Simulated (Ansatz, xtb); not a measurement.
**Ligand exchange: CH2BrCl + SnH4 → CH3Cl + SnH3Br**

Species: CH2BrCl (bromochloromethane) `ClCBr`, singlet; SnH4 `[SnH4]`, singlet; CH3Cl (chloromethane) `CCl`, singlet; SnH3Br `[Br][SnH3]`, singlet. The partners trade Br for H: C–Br and Sn–H bonds give way to C–H and Sn–Br.

Shapes, held fixed at every level: PBE0-D4/def2-TZVP. Programs: Ansatz 0.2.0, xtb 6.7.1. The zero-point and thermal change to 298 K, harmonic and unscaled (PBE0-D4/def2-TZVP), is +10.6 kJ/mol.

```tsv
level	kind	ΔH(298 K) (kJ/mol)	less CCSD(T)/def2-TZVPP	CPU time (sum over the molecules)
GFN2-xTB	semi-empirical	-157.5	-3.7	0.18 s
B3LYP-D4/def2-TZVPP	global hybrid	-159.7	-5.9	16 s
wB97M-V/def2-TZVPP	range-separated hybrid	-160.0	-6.2	49 s
wB97X-V/def2-TZVPP	range-separated hybrid	-160.2	-6.4	36 s
MP2/def2-SVP	perturbation theory	-166.3	-12.5	–
MP2/def2-TZVPP	perturbation theory	-157.3	-3.5	–
CCSD(T)/def2-SVP	coupled cluster or CI	-161.6	-7.8	7.5 s
CCSD(T)/def2-TZVPP	coupled cluster or CI	-153.8	0.0	59 s
```

The highest level, CCSD(T)/def2-TZVPP, gives ΔH(298 K) = -153.8 kJ/mol; the levels span -166.3 to -153.8. The column of differences is taken from that level and isn't an error. No measured value is set beside it here. For atoms past krypton def2 sets carry core potentials with scalar relativity. Relativity is left out for Br unless named. Correlated rows may include outer-core shells of Br, Sn, which these sets cover unevenly. Times are processor times on shared x86 and Arm servers, and rough.
